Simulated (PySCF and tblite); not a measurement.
The numbers below are computed, except where a source is named.
System: C3H4ClF3, numbered as in [CH3:1][C@@:2]([F:3])([Cl:4])[CH:5]([F:6])[F:7].

For the rotation about the C2–C5 bond (torsion C1–C2–C5–F6 from 60° to 172°, rising): electronic barrier 4.84 kcal/mol, zero-point change 0.07 kcal/mol, thermal and entropy terms at 350 K a further 0.85 kcal/mol (symmetry numbers apart). The minimum is C1, the saddle C1. Level: revPBE/pcSseg-1 + D3(BJ), IEF-PCM methanol on PBE0-D3(BJ)/def2-SVP stationary points, with GFN2-xTB thermal terms. Rates follow Eyring's equation with the number of equivalent paths and no tunnelling. Run with tblite and PySCF.

(1) How many equivalent paths lead out of the minimum?

(2) Work out the rate at 350 K.

Answers

(1) 1: the symmetry number of the minimum is 1, that of the saddle displaced along its mode 1.

(2) ΔG‡ = 5.76 kcal/mol; k_B T/h = 7.3×10¹² s⁻¹; exp(−ΔG‡/RT) = 0.00025; times 1 gives k = 1.8×10⁹ s⁻¹. Wigner's tunnelling factor for the 54i cm⁻¹ mode would be 1.00.
